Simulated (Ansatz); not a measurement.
This triplet lies 0.15 eV below the relaxed singlet at the level frozen-core CCSD(T)/cc-pVTZ // PBE0-D3(BJ)/def2-TZVP (Ansatz, a program for electronic structure).

Species: CH3FSi, SMILES `F[C][SiH3]` (lower triplet) (charge 0, multiplicity 3).

### Question
Give a relaxed geometry from PBE0-D3(BJ)/def2-TZVP (Ansatz).

### Answer
the end point of this relaxation (outside a Z-matrix the atoms follow the SMILES, hydrogens last).
Cartesian coordinates (Å) in one orientation:
```xyz
6

F      2.338     0.065     0.143
C      1.228    -0.187    -0.495
Si    -0.538     0.000     0.005
H     -0.851    -0.836     1.197
H     -1.315    -0.461    -1.167
H     -0.862     1.419     0.317
```
